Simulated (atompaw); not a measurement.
# Which change was made? (K, PAW (atompaw))

- Element: potassium
- Generator: atompaw 4.2.0.5
- Type: PAW
- Functional: LDA (PW92)
- Relativity: scalar-relativistic
- Frozen core: [Ne] 3s2
- Valence charge: 7
- Reference configuration: 3p6 4s0.5 4p0.5
- Partial waves: 4s (bound): rc 3.00 bohr; 4s channel at 1.35 Ry: rc 3.00 bohr; 3p (bound): rc 1.90 bohr; 4p (bound): rc 3.00 bohr; 3d channel at -0.05 Ry: rc 3.00 bohr; 3d channel at 0.7 Ry: rc 3.00 bohr
- Local potential: ultrasoft scheme with l = 3 at 0.5 Ry, radius 2.95 bohr
- Core correction: smooth core density matched at 2.40 bohr
- Augmentation charge: besselshape compensation charge, radius 2.50 bohr; PAW radius 3.00 bohr; waves and projectors: custom polynom gramschmidtortho

Cutoffs, loose and tight: the cutoffs (Ry, on a coarse ladder) from which the occupation-weighted sum of valence levels, in a spherical-Bessel basis at the reference potential, stays within 10 and 1 mRy of its value at 400 Ry. They see the waves, projectors and local potential, not the compensation charge or the core.

The base gives: outcome: generated; cutoff, loose: 21 Ry; cutoff, tight: 35 Ry; bound ghosts: s.

Task: After one change the result is: outcome: generated; cutoff, loose: 25 Ry; cutoff, tight: 45 Ry; bound ghosts: s. Which change was it?
A. all radii scaled by about 1.21 (s 3.62, p 2.30, d 3.62 bohr); local potential ultrasoft scheme with l = 3 at 0.5 Ry, radius 3.56 bohr; augmentation besselshape compensation charge, radius 3.02 bohr; PAW radius 3.62 bohr; waves and projectors: custom polynom gramschmidtortho; core correction smooth core density matched at 2.90 bohr
B. all radii scaled by about 0.83 (s 2.50, p 1.58, d 2.50 bohr); local potential ultrasoft scheme with l = 3 at 0.5 Ry, radius 2.46 bohr; augmentation besselshape compensation charge, radius 2.08 bohr; PAW radius 2.50 bohr; waves and projectors: custom polynom gramschmidtortho; core correction smooth core density matched at 2.00 bohr
C. all radii scaled by about 1.08 (s 3.24, p 2.06, d 3.24 bohr); local potential ultrasoft scheme with l = 3 at 0.5 Ry, radius 3.20 bohr; augmentation besselshape compensation charge, radius 2.70 bohr; PAW radius 3.24 bohr; waves and projectors: custom polynom gramschmidtortho; core correction smooth core density matched at 2.60 bohr

Result: B. The others give: all radii scaled by about 1.08 (s 3.24, p 2.06, d 3.24 bohr); local potential ultrasoft scheme with l = 3 at 0.5 Ry, radius 3.20 bohr; augmentation besselshape compensation charge, radius 2.70 bohr; PAW radius 3.24 bohr; waves and projectors: custom polynom gramschmidtortho; core correction smooth core density matched at 2.60 bohr → outcome: generated; cutoff, loose: 18 Ry; cutoff, tight: 30 Ry; bound ghosts: s | all radii scaled by about 1.21 (s 3.62, p 2.30, d 3.62 bohr); local potential ultrasoft scheme with l = 3 at 0.5 Ry, radius 3.56 bohr; augmentation besselshape compensation charge, radius 3.02 bohr; PAW radius 3.62 bohr; waves and projectors: custom polynom gramschmidtortho; core correction smooth core density matched at 2.90 bohr → outcome: generated; cutoff, loose: 15 Ry; cutoff, tight: 25 Ry; bound ghosts: none.
